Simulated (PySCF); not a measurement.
PySCF input (BP86/6-31G* (5d)):

```python
from pyscf import gto, dft

mol = gto.M(
    atom='''
    O    -0.04596900    1.49346800    0.38279700
    Si   -0.15841900   -0.10114400    0.41353900
    O    -1.14874800   -0.83050400   -0.60805800
    O     1.34962000   -0.40909800   -0.54256200
    H    -0.35954400    2.11110600    1.05087800
    H     0.03402100   -0.74419200    1.70758100
    H    -1.97071200   -1.28423400   -0.39676700
    H     1.31532600   -1.02760600   -1.29374600
    H     1.95954900    0.33001600   -0.71490700
    ''',
    basis='6-31g*',
    charge=1,
    spin=0,
    verbose=4,
)

mf = dft.RKS(mol, xc='bp86')
mf.grids.level = 3
mf.conv_tol = 1e-9
mf.max_cycle = 100
mf.max_memory = 1500
mf.kernel()
if not mf.converged:
    mf = mf.newton()
    mf.kernel(mf.make_rdm1())
mf.dip_moment()
```

From the output:

```
SCF max_cycles = 100
direct_scf = True
direct_scf_tol = 1e-13
XC library pyscf.dft.libxc version 7.1.2
    S. Lehtola, C. Steigemann, M. J. T. Oliveira, and M. A. L. Marques,  SoftwareX 7, 1–5 (2018)
XC functionals = bp86
    A. D. Becke,  Phys. Rev. A 38, 3098 (1988)
    J. P. Perdew,  Phys. Rev. B 33, 8822 (1986)
    J. P. Perdew,  Phys. Rev. B 34, 7406–7406 (1986)
radial grids:
    Treutler-Ahlrichs [JCP 102, 346 (1995); DOI:10.1063/1.469408] (M4) radial grids

becke partition: Becke, JCP 88, 2547 (1988); DOI:10.1063/1.454033
pruning grids: <function nwchem_prune>
grids dens level: 3
symmetrized grids: False
atomic radii adjust function: <function treutler_atomic_radii_adjust>
small_rho_cutoff = 0
Set gradient conv threshold to 3.16228e-05
Initial guess from minao.
tot grids = 110472
init E= -518.694094352374
  HOMO = -0.385984350388528  LUMO = -0.0537123364423486  gap/eV = 9.04158
cycle= 1 E= -517.748079463298  delta_E= 0.946  |g|= 1.15  |ddm|= 2.65
  HOMO = -0.299707539183002  LUMO = -0.171850249288798  gap/eV = 3.47917
cycle= 2 E= -516.911020680631  delta_E= 0.837  |g|= 2.32  |ddm|= 2.42
  HOMO = -0.481688734636489  LUMO = -0.20792220851341  gap/eV = 7.44957
cycle= 3 E= -517.985347870848  delta_E= -1.07  |g|=  0.2  |ddm|= 1.91
  HOMO = -0.479281819562493  LUMO = -0.214324728518907  gap/eV = 7.20985
cycle= 4 E= -517.991788481533  delta_E= -0.00644  |g|= 0.127  |ddm|= 0.235
  HOMO = -0.479729490741634  LUMO = -0.207946566254463  gap/eV = 7.39559
cycle= 5 E= -517.994586014254  delta_E= -0.0028  |g|= 0.0176  |ddm|= 0.0803
  HOMO = -0.478861310498889  LUMO = -0.207978136278189  gap/eV = 7.37111
cycle= 6 E= -517.994676588144  delta_E= -9.06e-05  |g|= 0.00253  |ddm|= 0.0222
  HOMO = -0.479281406139359  LUMO = -0.208167026827383  gap/eV = 7.37740
cycle= 7 E= -517.994677899937  delta_E= -1.31e-06  |g|= 0.000657  |ddm|= 0.00297
  HOMO = -0.479285222853768  LUMO = -0.208138868531849  gap/eV = 7.37827
cycle= 8 E= -517.994678016188  delta_E= -1.16e-07  |g|= 7.47e-05  |ddm|= 0.000802
  HOMO = -0.479297074288717  LUMO = -0.208140344362846  gap/eV = 7.37855
cycle= 9 E= -517.994678017586  delta_E= -1.4e-09  |g|= 9.94e-06  |ddm|= 8.7e-05
  HOMO = -0.479296672224251  LUMO = -0.208140831807254  gap/eV = 7.37853
cycle= 10 E= -517.994678017612  delta_E= -2.64e-11  |g|= 2.29e-06  |ddm|= 1.15e-05
  HOMO = -0.479296798389901  LUMO = -0.208140675917629  gap/eV = 7.37853
Extra cycle  E= -517.994678017612  delta_E=    0  |g|= 1.93e-06  |ddm|= 3.07e-06
converged SCF energy = -517.994678017612

WARN: System has nonzero charge 1; the dipole moment is origin-dependent.
Location of origin: [0. 0. 0.]

Dipole moment(X, Y, Z, Debye):  1.56452, -0.74367,  0.00301
```

The dipole moment of an ion depends on the origin.

The geometry given is a B3LYP-D3(BJ)/def2-TZVP minimum.
